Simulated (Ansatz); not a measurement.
Basis sets compared for the cluster Ge2O4⁺. The state is a doublet with charge 1. Geometry PBE-D4/def2-SVP. Ansatz on 4 threads of Arm Neoverse V2 on a shared host; times are rough, and most runs start from earlier orbitals.

```xyz
6

Ge    1.012    0.531   -0.725
Ge   -2.348    1.737    0.082
O     0.723   -1.624    0.559
O     0.304   -1.406   -0.716
O     1.096   -0.433    1.096
O    -0.787    1.195   -0.297
```

The structure holds 2 bonds between oxygen atoms, so isomers without such links may lie far lower. Another isomer (doublet) lies 0.27 eV lower at PBE0-D4/def2-TZVP; other spin states weren't run for this one.

| level | functions | energy (Eh) | HOMO (eV) | LUMO (eV) | wall time |
| --- | --- | --- | --- | --- | --- |
| PBE-D4/def2-SVP | 120 | -4452.8557 | -10.67 | -9.55 | 1.4 s |
| PBE0-D4/def2-SVP | 120 | -4452.9021 | -12.53 | -8.53 | 2.4 s |

Q: Estimate the rows for PBE-D4/def2-TZVP (with forces), PBE0-D4/def2-TZVP.

A: 
```json
{"level": "PBE-D4/def2-TZVP (with forces)", "functions": "220", "energy (Eh)": "-4453.7479", "HOMO (eV)": "-10.69", "LUMO (eV)": "-9.54", "wall time": "3.6 s"}
{"level": "PBE0-D4/def2-TZVP", "functions": "220", "energy (Eh)": "-4453.7971", "HOMO (eV)": "-12.47", "LUMO (eV)": "-8.43", "wall time": "7 s"}
```
